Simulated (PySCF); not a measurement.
Highest occupied level (eV) of eight silicon and germanium compounds: PBE beside B3LYP, computed with PySCF for isolated molecules in the bases named; differences from unrounded values. The eight are the first of their class met in an unordered collection, after screening for sound electronic states; none was chosen by its value. Each molecule has one DFT geometry for both levels.

```
molecule                                                  basis  B3LYP
----------------------------------------------------  ---------  -----
F₃GeHS, SMILES [F][Ge]([F])([F])[SH]                  def2-TZVP  -8.63
CH₅FO₂Si₂, SMILES [SiH2]([SiH2]F)OC=O                 def2-TZVP  -8.13
ethenyl(ethynyl)silane (C₄H₆Si), SMILES C#C[SiH2]C=C  def2-TZVP  -7.78
C3H5ClGe, SMILES ClC=C=[CH][GeH3]                     def2-TZVP  -6.91
C4H13NSi, SMILES [C@@H]([SiH3])(NCC)C                 def2-TZVP  -6.13
CH10ClNSi3, SMILES C[Si@](N)(Cl)[SiH2][SiH3]          def2-TZVP  -7.41
Ge(H)2(Me)(OMe) (C2H8GeO), SMILES C[O][GeH2][CH3]     def2-TZVP  -7.34
C3H4ClNSi, SMILES Cl[Si@@H]1C=CN=C1                   def2-TZVP  -7.22
```

Q: Estimate the PBE values and say how PBE differs from B3LYP over the set. (The exact figures need the calculation; the answer reports its results.)

A: 
| molecule | PBE | difference |
|---|---|---|
| F₃GeHS, SMILES [F][Ge]([F])([F])[SH] | -7.54 | 1.09 |
| CH₅FO₂Si₂, SMILES [SiH2]([SiH2]F)OC=O | -6.97 | 1.16 |
| ethenyl(ethynyl)silane (C₄H₆Si), SMILES C#C[SiH2]C=C | -6.88 | 0.91 |
| C3H5ClGe, SMILES ClC=C=[CH][GeH3] | -5.99 | 0.93 |
| C4H13NSi, SMILES [C@@H]([SiH3])(NCC)C | -4.97 | 1.15 |
| CH10ClNSi3, SMILES C[Si@](N)(Cl)[SiH2][SiH3] | -6.43 | 0.98 |
| Ge(H)2(Me)(OMe) (C2H8GeO), SMILES C[O][GeH2][CH3] | -6.02 | 1.33 |
| C3H4ClNSi, SMILES Cl[Si@@H]1C=CN=C1 | -6.05 | 1.17 |
PBE lies below B3LYP in 0 and above it in 8 of the eight; the mean signed difference is 1.09 and the largest 1.33 eV.
